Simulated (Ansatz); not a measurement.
A run for Ansatz (an electronic-structure program): R-PBE0/def2-TZVPPD on C2H6O (a complex), monomers drawn apart or pushed together. Files ending in .json are basis or fitting sets from the Basis Set Exchange.

Ansatz 0.2 input:
```yaml
crystal:
  periodic: [false, false, false]
  atoms:
    - {symbol: C, position_ang: [-0.02331446, -0.00315736, 0.11219479]}
    - {symbol: H, position_ang: [-0.92380223, -0.61666894, 0.13498743]}
    - {symbol: H, position_ang: [0.61089034, -0.24874705, 0.96280025]}
    - {symbol: H, position_ang: [0.51752227, -0.19591626, -0.81338865]}
    - {symbol: H, position_ang: [-0.30088969, 1.05004129, 0.15171320]}
    - {symbol: C, position_ang: [-0.28067889, 0.07801479, 3.52433477]}
    - {symbol: O, position_ang: [0.82402910, -0.34191605, 3.31933340]}
    - {symbol: H, position_ang: [-0.67074060, 0.22181999, 4.55030427]}
    - {symbol: H, position_ang: [-0.96788500, 0.34398702, 2.69891795]}
basis:
  gaussian:
    orbitals: def2-TZVPPD.json
hamiltonian:
  xc: {name: PBE0}
scf: {lower_state_search: off}
```

The log:

```
WARN ansatz: RAYON_NUM_THREADS=1 ignored (pool sized by the plan → 1); use --threads N
Functional definition: PBE0
these checks for a lower state are left out or cut short: stability, starts, cluster_reference, orbital_swaps, neighbouring_geometries, increment
integrals: 0.08 GiB planned
886 factors; their error is unknown
mean field: 0.91 GiB planned
mean field evaluation 1: about -4207.8643 eV, gradient 5.9e1 eV
mean field evaluation 2: about -4202.2493 eV, gradient 7.9e1 eV
mean field evaluation 4: about -4214.9219 eV, gradient 2.5e0 eV
mean field evaluation 8: about -4214.9353 eV, gradient 2.5e-2 eV
mean field evaluation 16: about -4214.9266 eV, gradient 1.1e-5 eV
mean field -4214.92662458 eV, -154.8956964734 hartree, gradient 9.7e-7 eV, S^2 0.000000; 0 other end points of the search recorded, 0 dependent functions left out
reference -4214.92666042 eV, -154.8956977907 hartree; 13, 13 occupied and 203, 203 virtual orbitals, 886 factors
Total energy: -4214.92666042 eV, -154.8956977907 hartree
Checks for a lower state left out: stability, starts, cluster_reference, orbital_swaps, neighbouring_geometries, increment
```

Self-consistency was reached.

Cost: around 1.6 core-seconds (rough).
